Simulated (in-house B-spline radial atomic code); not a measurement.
# Excitations of Kr⁶⁺ by several methods

Full response, energies in eV; labels give the largest channel, * marks a mixed state, a dash one above the method's threshold, and an imaginary frequency an unstable closed-shell reference. Computed with an all-electron radial atomic-structure program (B-spline basis): linear response of the closed shell [Ar] 3d10 4s2 with each method's own kernel (bare exchange for TDHF, static screening on G0W0 levels for BSE, the adiabatic kernel for functionals); non-relativistic, point nucleus, no spin-orbit coupling, no double excitations, S, P, D and F terms only; shells from n = 2 respond. Only terms of natural parity with L up to 3 were computed.

Without relativity these are model numbers for so heavy an element.

| method | 4s → 4p 3P | 4s → 4p 1P | 4s → 4d 3D | α (bohr³) |
| --- | --- | --- | --- | --- |
| TDHF | 11.955 | 19.272 | 40.32 | 3.26 |
| BSE on G0W0@HF | 13.542 | 20.144 | 42.75 | 2.956 |
| LDA VWN5 | 14.716 | 20.550 | 41.06 | 2.845 |
| PBE | 14.367 | 20.379 | 40.42 | 2.903 |
| PBE0 | 13.873 | 20.033 | 40.51 | 3.004 |
| B3LYP (VWN-RPA) | 14.046 | 20.354 | 40.45 | 2.913 |
| CAM-B3LYP | 14.013 | 20.338 | 40.61 | 2.916 |
| LC-wPBE | 13.873 | 20.041 | 40.66 | 2.987 |
| wB97X | 14.878 | 20.256 | 41.73 | 2.938 |
| HSE06 | ? | ? | ? | ? |
| BHandHLYP | 13.432 | 20.010 | 40.46 | 3.019 |
| BLYP | ? | ? | ? | ? |
| PBEsol | 14.162 | 20.248 | 40.36 | 2.933 |
| BP86 | 14.242 | 20.301 | 40.40 | 2.922 |
| LDA exchange-only | 13.953 | 20.561 | 40.17 | 2.848 |
| B97-1 | 14.422 | 20.087 | 41.09 | 2.988 |
| RPBE | 13.989 | 20.122 | 40.04 | 2.975 |
| OLYP | 12.984 | 19.782 | 39.14 | 3.067 |

Q: What does BLYP give?

A: 4s → 4p 3P: 14.303; 4s → 4p 1P: 20.615; 4s → 4d 3D: 40.20; α: 2.84 (eV, bohr³).

Q: What does HSE06 give?

A: 4s → 4p 3P: 13.967; 4s → 4p 1P: 20.101; 4s → 4d 3D: 40.61; α: 2.986 (eV, bohr³).
